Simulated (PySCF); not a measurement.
**Computed structure and properties of Er(OH)3**

System: Er(OH)3 (singlet in the valence; each metal's 4f electrons, 11 of them, lie in its core potential, out of spins and levels); start: template (C3v). Method: PySCF 2.14.0, RKS PBE0, Er lcecp-1-SVP with ECP57, O def2-SVP, H def2-SVP; non-relativistic Hamiltonian with scalar-relativistic core potentials where named; density fitting; no spin-orbit coupling.

Input of the relaxation:

```python
mol = gto.M(atom='''
Er    -0.00000     0.00000    -0.00488
O      2.13180    -0.00000    -0.00488
H      3.03179    -0.00001     0.34512
O     -1.06590     1.84620    -0.00488
H     -1.51589     2.62561     0.34512
O     -1.06591    -1.84619    -0.00488
H     -1.51590    -2.62561     0.34512''',
    basis={'Er': 'lcecp-1-SVP', 'O': 'def2-SVP', 'H': 'def2-SVP'},
    ecp={'Er': 'lcecp-1-SVP'},
    charge=0, spin=0)
mf = dft.RKS(mol, xc='PBE0')
mf.grids.atom_grid = (50, 194)  # f atoms: unpruned, at least (60, 302)
mf = mf.density_fit()  # fitting sets: Er AutoAux, O def2-universal-JKFIT, H def2-universal-JKFIT
mf.conv_tol = 1e-08; mf.max_cycle = 55
mf.kernel(dm0)  # dm0: converged density of the start geometry
# quasi-Newton relaxation in Cartesian coordinates to a largest gradient under 0.00045 Eh/bohr, steps kept in the point group
```

Run from Python with OMP_NUM_THREADS=2; the lines above give its settings. Where DIIS fails, smearing, a level shift and second-order steps follow.
It took 31 s on 2 threads of Intel(R) Xeon(R) 6975P-C (Granite Rapids), on a shared host, from the converged density of the start.

Course of the relaxation:

```json
{"step": "0", "energy above end (eV)": "0.4674", "largest force component within the symmetry (eV/Å)": "1.523"}
{"step": "1", "energy above end (eV)": "0.1607", "largest force component within the symmetry (eV/Å)": "0.780"}
{"step": "2", "energy above end (eV)": "0.0628", "largest force component within the symmetry (eV/Å)": "0.460"}
{"step": "3", "energy above end (eV)": "0.0364", "largest force component within the symmetry (eV/Å)": "0.470"}
{"step": "4", "energy above end (eV)": "0.0263", "largest force component within the symmetry (eV/Å)": "0.116"}
{"step": "5", "energy above end (eV)": "0.0211", "largest force component within the symmetry (eV/Å)": "0.290"}
{"step": "6", "energy above end (eV)": "0.0153", "largest force component within the symmetry (eV/Å)": "0.418"}
{"step": "7", "energy above end (eV)": "0.0093", "largest force component within the symmetry (eV/Å)": "0.302"}
{"step": "8", "energy above end (eV)": "0.0042", "largest force component within the symmetry (eV/Å)": "0.054"}
{"step": "9", "energy above end (eV)": "0.0031", "largest force component within the symmetry (eV/Å)": "0.233"}
{"step": "10", "energy above end (eV)": "0.0010", "largest force component within the symmetry (eV/Å)": "0.035"}
{"step": "11", "energy above end (eV)": "0.0003", "largest force component within the symmetry (eV/Å)": "0.019"}
{"step": "12", "energy above end (eV)": "0.0001", "largest force component within the symmetry (eV/Å)": "0.040"}
{"step": "13", "energy above end (eV)": "0.0000", "largest force component within the symmetry (eV/Å)": "0.003"}
```

Relaxed geometry (D3h):

```xyz
7

Er    0.0000    0.0000    0.1368
O     2.0229    0.0000    0.1435
H     2.9778    0.0000    0.1495
O    -1.0115    1.7519    0.1435
H    -1.4889    2.5789    0.1495
O    -1.0115   -1.7519    0.1435
H    -1.4889   -2.5788    0.1495
```

| contact | Å |
| --- | --- |
| Er1–O2 (OH) | 2.023 |
| Er1–O4 (OH) | 2.023 |
| Er1–O6 (OH) | 2.023 |

On the finer grid (75, 302):

| Item | Value |
| --- | --- |
| HOMO | -7.65 eV |
| LUMO | -1.29 eV |
| Dipole about the centre of mass | 0.02 D |
| Set of Mulliken populations of Er1 outside the core potential | s 2.16, p 6.38, d 1.33, f 0.08 |
| D3(BJ) dispersion energy (not in the energies) | -0.078 eV |

```tsv
atom	Mulliken (e)	Löwdin (e)	spin (e)
Er1	1.06	0.66	0.00
O2	-0.53	-0.30	0.00
H3	0.17	0.08	0.00
O4	-0.53	-0.30	0.00
H5	0.17	0.08	0.00
O6	-0.53	-0.30	0.00
H7	0.17	0.08	0.00
```

The 4f levels lie in the core potential and are missing. Their spin isn't counted.

On the grid (50, 194), as all that follows. Harmonic modes: a minimum within the noise of the softest modes; lowest 39 cm⁻¹ (negative: unstable), highest 4034 cm⁻¹, zero-point energy 1.039 eV.

Taking off one OH (charge -1, singlet; the rest: singlet) in vacuum, both parts rigid, costs 11.40 eV; the small basis without counterpoise inflates it. Most of it is the attraction of opposite charges; other ways to part are cheaper, and one spin state was tried for the rest.

Rigid scan of OH along the line from its metal:

distance to O2 (Å), energy (eV) and a bar:
```
     1.72      1.517 #########
     1.82      0.576 ###
     1.92      0.123 #
     2.02      0.000 
     2.12      0.092 #
     2.22      0.323 ##
     2.42      1.000 ######
     2.72      2.166 #############
     3.12      3.580 ######################
     3.62      4.938 ##############################
```

One start shape was tried, so this needn't be the lowest isomer.

An lcecp potential fixes the number of 4f electrons, so in runs with it no electron can move into or out of that shell.
